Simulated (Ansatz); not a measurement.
`[F][Hf]([F])([F])[F]`, 5 atoms. The species carries charge 0 and has multiplicity 1. Correlated methods include outer-core shells of Hf, which these sets cover unevenly. Hf takes the def2 core potential. All runs use 4 threads of an Arm Neoverse V2 on a shared host. Correlated methods freeze the cores.

Problem. Give the basis size and wall time and peak host memory of each of these runs in Ansatz. RHF-MP2/def2-QZVPP energy; RKS BLYP-D4/def2-TZVPP energy; RHF-CCSD(T)/def2-TZVPP energy; RHF-CCSD(T)/def2-SVP energy; RKS PBE0-D4/def2-TZVP relaxation (3 steps); RKS PBE0-D4/def2-SVP energy; RKS PBE0-D4/def2-TZVP frequencies; RKS ωB97M-V/def2-SVP energy; RKS ωB97M-V/def2-QZVPP energy; RKS BHLYP-D4/def2-TZVPP energy; RKS PBE-QIDH (frozen core)/def2-TZVPP energy; direct RPA on PBE orbitals/def2-TZVPP energy. (An estimate is asked.)

Solution. Ansatz gave: Other jobs shared the machine, so times are rough.

```csv
level,job,functions,wall time,peak host memory (GiB)
RKS PBE0-D4/def2-SVP,energy,88,0.7 s,0.35
RKS BLYP-D4/def2-TZVPP,energy,180,1.1 s,0.2
RKS BHLYP-D4/def2-TZVPP,energy,180,1.3 s,0.35
RKS PBE-QIDH (frozen core)/def2-TZVPP,energy,180,2.9 s,0.37
direct RPA on PBE orbitals/def2-TZVPP,energy,180,3.1 s,0.36
RKS ωB97M-V/def2-SVP,energy,88,3.4 s,0.35
RHF-CCSD(T)/def2-SVP,energy,88,4.2 s,0.38
RHF-MP2/def2-QZVPP,energy,309,5.5 s,0.97
RKS PBE0-D4/def2-TZVP,relaxation (3 steps),164,6 s,0.33
RKS ωB97M-V/def2-QZVPP,energy,309,9 s,0.88
RKS PBE0-D4/def2-TZVP,frequencies,164,38 s,0.35
RHF-CCSD(T)/def2-TZVPP,energy,180,76 s,2.3
```
